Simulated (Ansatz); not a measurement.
`C=C=C([SiH3])Cl` and `C=C=CCl` differ in one atom or group.

Ansatz, PBE0-D4/def2-TZVP geometries, multiplicity 1. 

```json
{"property": "HOMO–LUMO gap (PBE/def2-TZVPP) / eV", "`C=C=C([SiH3])Cl`": "4.40"}
{"property": "LUMO energy (B3LYP/def2-TZVPP) / eV", "`C=C=C([SiH3])Cl`": "-1.12"}
{"property": "HOMO energy (ωB97M-V/def2-TZVPP) / eV", "`C=C=C([SiH3])Cl`": "-9.64"}
{"property": "LUMO energy (PBE/def2-TZVPP) / eV", "`C=C=C([SiH3])Cl`": "-1.90"}
{"property": "LUMO energy (ωB97M-V/def2-TZVPP) / eV", "`C=C=C([SiH3])Cl`": "1.20"}
{"property": "HOMO–LUMO gap (B3LYP/def2-TZVPP) / eV", "`C=C=C([SiH3])Cl`": "6.13"}
```

**Question.** Give the same properties after the change, and the shifts. (Estimate.)

**Answer.** Ansatz gave: 
```csv
property,`C=C=CCl`,shift
HOMO–LUMO gap (PBE/def2-TZVPP) / eV,4.42,0.02
LUMO energy (B3LYP/def2-TZVPP) / eV,-0.96,0.16
HOMO energy (ωB97M-V/def2-TZVPP) / eV,-9.53,0.11
LUMO energy (PBE/def2-TZVPP) / eV,-1.75,0.15
LUMO energy (ωB97M-V/def2-TZVPP) / eV,1.43,0.23
HOMO–LUMO gap (B3LYP/def2-TZVPP) / eV,6.17,0.04
```

With PBE0 the HOMO rises by 0.12 eV and the LUMO rises by 0.18 eV, so the gap widens by about 0.06 eV. PBE moves the HOMO by 0.13 eV and ωB97M-V by 0.11 eV.

B3LYP here is the variant with VWN-RPA as its local correlation; programs differ in this.
